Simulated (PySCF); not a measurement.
Excitations are Tamm–Dancoff values on a coarser integration grid. The basis has no diffuse functions, so Rydberg states are missing or too high.

Cartesian coordinates (Å):
```xyz
8

O     -2.3720     0.3502     0.2878
Si    -0.8326     0.7411    -0.1874
Si     0.8325    -0.7411     0.1873
O      2.3720    -0.3502    -0.2878
H     -2.7318    -0.4605    -0.0852
H     -0.5989     2.0830     0.4225
H      0.5989    -2.0829    -0.4226
H      2.7319     0.4604     0.0853
```
Charge 0, multiplicity 1.

Task: What brightest of the four lowest singlets (TDA), HOMO–LUMO gap, T1 excitation (TDA), S1–T1 gap (TDA) and dipole moment does PBE-D3(BJ)/def2-TZVP // r2SCAN-D4/def2-TZVP in PySCF give?

Result: 
The brightest of the four lowest singlets (TDA) comes out as 4.18 eV, the HOMO–LUMO gap is 2.18 eV and the T1 excitation (TDA) is 1.43 eV. The S1–T1 gap (TDA) is 1.62 eV and the dipole moment comes out as 0.000 e·Å.
